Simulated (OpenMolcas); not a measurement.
# Re2+: moving or changing the point charges

Re2+ among 6 point charges of -1.7 e arranged as an octahedron (Oh), 1.99 Å from the ion.
```
   1.9900    0.0000    0.0000  -1.70
   0.0000    1.9900    0.0000  -1.70
  -1.9900    0.0000    0.0000  -1.70
   0.0000   -1.9900    0.0000  -1.70
   0.0000    0.0000    1.9900  -1.70
   0.0000    0.0000   -1.9900  -1.70
```

```
Program             : OpenMolcas
Method              : CASSCF
Basis               : ANO-RCC-VDZP [7s6p4d2f1g]
Scalar Hamiltonian  : DKH2, point nucleus
Active space        : 5 electrons in 5 orbitals (5d)
State averaging     : 2S+1 = 6 even, 1 root; 2S+1 = 4 even, 24 roots; 2S+1 = 2 even, 75 roots
Spin-orbit coupling : state interaction with AMFI integrals over the reference wave functions
```

Runs around this geometry, states (labels of O, the rotations of Oh). Energies in cm-1 above the lowest state or level, χT in cm3 K/mol; 10Dq and B are least-squares fits to the states below 45000 cm-1, weighted by degeneracy, with a free offset, and given where the rms deviation is under 5 % of |10Dq| (or 100 cm-1) and under 700 cm-1.

| R (Å) | q (e) | Ground state | 10Dq | B (rms of fit) | First gap with spin-orbit (degeneracies) | χT at 300 K | First state of another spin |
| --- | --- | --- | --- | --- | --- | --- | --- |
| 1.99 | -0.85 | 6A1 | 8936 | 735 (171) | 85.4 (2, 4) | 4.141 | 4T1 15087 |
| 1.99 | -1.7 | 6A1 | 17935 | 715 (498) | 2564 (2, 4) | 0.838 | 2T2 1956 |
| 2.23 | -1.7 | 6A1 | 11204 | 742 (284) | 173.1 (2, 4) | 3.955 | 4T1 12892 |

Taking |10Dq| as R^-n, n = -ln(11204 / 17935) / ln(2.23 / 1.99) = 4.1 between the shortest and longest distance. The point-charge formula for a cubic d site gives n = 5.

Scaling the charges by -0.85 / -1.7 = 0.50 scales |10Dq| by 8936 / 17935 = 0.50; with fixed orbitals a first-order splitting would follow the charge.

Without dynamic correlation the repulsion within the d shell is too large (B by tens of per cent), so at a given field states of lower spin stand too high. Point charges give a weaker field than real ligands, and real ions of this kind are as a rule low spin; the high spin found here belongs to the model. Spin-orbit coupling mixes the spin-free states strongly: the lowest level takes only 51 % from its leading state, 2T2, which lies 1956 cm-1 above the lowest spin-free state (holds for R = 1.99, q = -1.7). This shell can be high or low spin here, a state of another spin lies low, and with metal d orbitals alone active their balance is uncertain, so the ground spin may be wrong (holds for R = 1.99, q = -1.7). Point charges carry no covalency, so the field is a model and not that of real ligands. No measured value stands beside these numbers.
